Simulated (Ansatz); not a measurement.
`[AlH2][C@@H]1O[Si@H]1Cl`. Charge 0, multiplicity 1.

```json
{"atom": "Al1", "x (Å)": "0.336", "y (Å)": "1.759", "z (Å)": "-0.485"}
{"atom": "C2", "x (Å)": "0.650", "y (Å)": "-0.115", "z (Å)": "-0.091"}
{"atom": "O3", "x (Å)": "0.055", "y (Å)": "-1.157", "z (Å)": "-1.036"}
{"atom": "Si4", "x (Å)": "-0.664", "y (Å)": "-1.247", "z (Å)": "0.428"}
{"atom": "Cl5", "x (Å)": "-0.278", "y (Å)": "-2.869", "z (Å)": "1.585"}
{"atom": "H6", "x (Å)": "1.204", "y (Å)": "2.840", "z (Å)": "0.286"}
{"atom": "H7", "x (Å)": "-0.837", "y (Å)": "2.155", "z (Å)": "-1.473"}
{"atom": "H8", "x (Å)": "1.631", "y (Å)": "-0.445", "z (Å)": "0.260"}
{"atom": "H9", "x (Å)": "-2.096", "y (Å)": "-0.920", "z (Å)": "0.525"}
```

Task: List the harmonic frequencies (cm⁻¹, unscaled) at PBE0-D4/def2-TZVP in Ansatz. (An estimate is asked.)

Result: The calculation gave: 87, 106, 155, 204, 265, 471, 514, 597, 602, 653, 712, 766, 818, 827, 917, 1051, 1208, 1925, 1941, 2296, 3090.

Task: Is this a minimum?

Result: Yes, all 21 modes are real.

Task: Give the ideal-gas thermochemistry at 298.15 K and 1 bar (rigid rotor, harmonic oscillator; point group C1, symmetry number 1).

Result: Zero-point energy 114.9 kJ/mol; H(298) − E = 136.6 kJ/mol; entropy 357.6 J/(mol·K), of which translation 168.8, rotation 116.8, vibration 71.9; G(298) − E = 30.0 kJ/mol. Modes under 100 cm⁻¹ are hindered rotations or soft bends, so the harmonic entropy is rough.
